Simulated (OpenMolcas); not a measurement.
An atom or ion with 46 electrons was computed by SS-CASPT2, IPEA 0.25 Eh, imaginary shift 0.1 Eh with spin-orbit coupling (OpenMolcas, ANO-RCC-VTZP, DKH2). The lowest levels that the run gave, each within 12 % of the measured value where one is at hand:

| J | Parity | E (cm⁻¹) | g |
| --- | --- | --- | --- |
| 0 | even | 0.0 |  |
| 3 | even | 37412 | 1.334 |
| 2 | even | 38801 | 1.125 |
| 1 | even | 41766 | 0.499 |
| 2 | even | 43689 | 1.042 |

Problem. Which ion is it, and what are the configurations and terms?

Solution. Ag⁺ (Z = 47, charge +1; active space 10 electrons in 6 orbitals (4d 5s)). J, parity and g give the terms where levels are pure, and mixed ones are named by the computed weights; the size of the splittings, set against known spectra of the 46-electron sequence, gives the charge. In order, with the measured energies in cm⁻¹ (NIST Handbook of Basic Atomic Spectroscopic Data): 4d¹⁰ ¹S₀, 4d⁹ 5s ³D₃ (39168), 4d⁹ 5s ³D₂ [75 %] (40745), 4d⁹ 5s ³D₁ (43743), 4d⁹ 5s ¹D₂ [75 %] (46049).

A single d shell beside an s shell can misplace configurations of different d count against each other. Measured partners are found by configuration, term and J. A level has none where our copy of the source lacks it or the pairing is in doubt (some pairs that miss far off the trend of their configuration count as doubtful), and it then counts in no deviation. Only configurations of the active space appear.

A share in square brackets marks a mixed level and gives the weight of the term that names it.
